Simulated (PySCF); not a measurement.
C₃H₃F₃, SMILES F[C@H]1CC1(F)F. Coordinates come from a PBE0-D3(BJ)/def2-SVP optimisation. The structure was generated by enumeration; whether it is a known compound was not checked.

Computed with PySCF with PBE0-D3(BJ)/def2-SVP.

Harmonic wavenumbers (cm⁻¹): 190, 252, 393, 455, 495, 624, 761, 854, 898, 1019, 1028, 1086, 1132, 1223, 1314, 1363, 1384, 1564, 3161, 3190, 3274. Rotational constants (GHz): 5.850, 3.052, 2.646; symmetry number 1.

Q: Work out the zero-point energy and the ideal-gas rigid-rotor harmonic-oscillator thermochemistry at 298.15 K and 1 atm.

A: ZPE = ½ Σ hcν = ½ × 25659 cm⁻¹ = 153.47 kJ/mol. H − E(el) = 169.65 kJ/mol. Entropy in J/(mol K): translation 165.68, rotation 110.14, vibration 32.43, total 308.25. G − E(el) = 77.74 kJ/mol. Cp = 84.94 J/(mol K).
